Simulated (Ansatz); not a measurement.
FH2Si3: where a starting geometry ends

The starting geometry of this gas-phase doublet was optimised with GFN2-xTB.

```yaml
atoms:
  - { symbol: F, position_ang: [-3.0315, -1.8489, -3.3306] }
  - { symbol: Si, position_ang: [-3.2325, -0.9096, -1.9517] }
  - { symbol: Si, position_ang: [-1.0395, -0.9002, -1.3226] }
  - { symbol: Si, position_ang: [-0.9037, 0.3654, 0.4951] }
  - { symbol: H, position_ang: [0.4572, 0.9118, 0.6667] }
  - { symbol: H, position_ang: [-1.4935, 0.8468, 1.7692] }
```

Question: Predict what it relaxes into with r2SCAN-D4/def2-SVP.

Answer: A new bond forms, giving a structure given below by its coordinates. Contacts that close: Si2–Si4 (3.61 → 2.30 Å).

The energy falls by 0.75 eV over 26 steps:

```
step  E − E(last) (eV)
   1             0.749
   4             0.431
   7             0.173
   9             0.132
  12             0.089
  15             0.069
  18             0.047
  20             0.017
  23             0.000
  26             0.000
```

Final geometry (Å):

```xyz
6

F    -3.4346   -0.6157   -2.6395
Si   -2.2093   -0.8998   -1.6130
Si   -0.2848   -1.7158   -1.0965
Si   -1.1300    0.1533    0.1280
H    -0.2041    1.3310    0.1854
H    -1.9806    0.2122    1.3618
```

Frequencies at the end are all real (lowest 105 cm⁻¹). Open shells are spin-unrestricted. Run with Ansatz 0.2.0, 5.8 min on 1 thread of Arm Neoverse V2, on a shared host.
